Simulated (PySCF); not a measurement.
B3LYP has the VWN-RPA correlation part, as in Gaussian. Delta-SCF ions had no search for a lower state. 

HSe, SMILES `[SeH-]` (charge -1, multiplicity 1)

All values below come from PySCF with B3LYP-D3(BJ)/def2-TZVPD.

HOMO: -0.05 eV
vertical detachment energy (Delta-SCF): 2.37 eV
total energy: -2402.2421 Ha
cost: very roughly 10 core-seconds

Bonded distances (Å): Se1–H2 1.478.
Charge -1, spin multiplicity 1.
